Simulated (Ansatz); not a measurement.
## SiH3I (SMILES [SiH3]I): the energy, rung by rung

SiH3I has 5 atoms, charge 0, and is taken as a singlet. SMILES: `[SiH3]I`. The coordinates come from a PBE0-D4/def2-TZVP relaxation.

```jsonl
{"atom": "Si", "x (Å)": "-0.1656", "y (Å)": "0.0693", "z (Å)": "-0.0773"}
{"atom": "I", "x (Å)": "1.9077", "y (Å)": "-0.9233", "z (Å)": "0.7378"}
{"atom": "H", "x (Å)": "-1.1444", "y (Å)": "0.0890", "z (Å)": "1.0339"}
{"atom": "H", "x (Å)": "-0.6713", "y (Å)": "-0.7557", "z (Å)": "-1.1984"}
{"atom": "H", "x (Å)": "0.1235", "y (Å)": "1.4470", "z (Å)": "-0.5373"}
```

Quantity: the energy change with the Si1–H5 bond stretched from 1.481 to 2.962 Å, in eV. The values are calculated.

```
                     level                    kind  program  value (eV)  less FCI/STO-3G  CPU time (all runs)
 SVWN5/STO-3G (restricted)                     LDA   Ansatz        5.71            +1.14                2.9 s
revPBE/STO-3G (restricted)                     GGA   Ansatz        5.40            +0.83                4.3 s
 B3LYP/STO-3G (restricted)           global hybrid   Ansatz        5.95            +1.38                4.3 s
  PBE0/STO-3G (restricted)           global hybrid   Ansatz        6.22            +1.65                4.2 s
 HSE06/STO-3G (restricted)  range-separated hybrid   Ansatz        6.19            +1.62                4.9 s
   MP2/STO-3G (restricted)     perturbation theory   Ansatz        6.06            +1.49                1.3 s
CCSDTQ/STO-3G (restricted)   coupled cluster or CI   Ansatz        4.57             0.00                 41 s
                FCI/STO-3G      exact in the basis   Ansatz        4.57             0.00                 24 s
```

FCI/STO-3G is exact within its basis and frozen core, so for wave-function methods in that basis the difference is their error; functionals converge differently with the basis, so for them it is only a difference. All-electron rows without a relativistic Hamiltonian named are non-relativistic. The first shape isn't each level's own minimum. The values span 4.57 to 6.22 eV. All rows use very small basis sets, so none should be taken for the real molecule's value. In the correlated wave-function rows the outer d shell of I is correlated, in sets not made for it. In so small a basis fixed costs decide the times, and correlated methods can beat functionals. CPU times are rough (shared hosts, several kinds of processor and program).
